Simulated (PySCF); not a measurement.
A GIAO shielding run with PySCF 2.14.0 with density-fitted response routines (density fitting, non-relativistic, gas phase) on SMILES C[S@@](=O)c1cc[n-]c1, [C$_{5}$H$_{6}$NOS]-:

```
$ OMP_NUM_THREADS=1 python probes_run.py task.json out

{"job": {"kind": "nmr", "xc": "PBE0", "basis": "pcSseg-1"}, "charge": -1, "multiplicity": 1}
C      2.078436     0.284430     0.813590
S      1.372018     0.346183    -0.923940
O      1.963736    -0.835921    -1.601226
C     -0.289596    -0.018620    -0.474065
C     -1.263984     0.968663    -0.218111
C     -2.390571     0.267662     0.149895
N     -2.184318    -1.070602     0.136114
C     -0.913953    -1.240190    -0.241525
H      1.589998     1.062447     1.389774
H      1.861847    -0.693194     1.229912
H      3.150867     0.453239     0.766420
H     -1.134193     2.036779    -0.296835
H     -3.357412     0.662333     0.431808
H     -0.483554    -2.223682    -0.343903
```

Hardware: 1 thread of an Arm Neoverse N1, shared host. The job also computes population analyses, field gradients, ring-centre shieldings.

**Question.** How large is the calculation?

**Answer.** 68 electrons, 173 basis functions and 913 auxiliary functions.

**Question.** How long does it take, and how much memory does it need?

**Answer.** 47 s of wall time, with 15 SCF cycles and 5 response iterations; peak memory 0.83 GiB. Times on a shared host scatter by some tens of per cent.
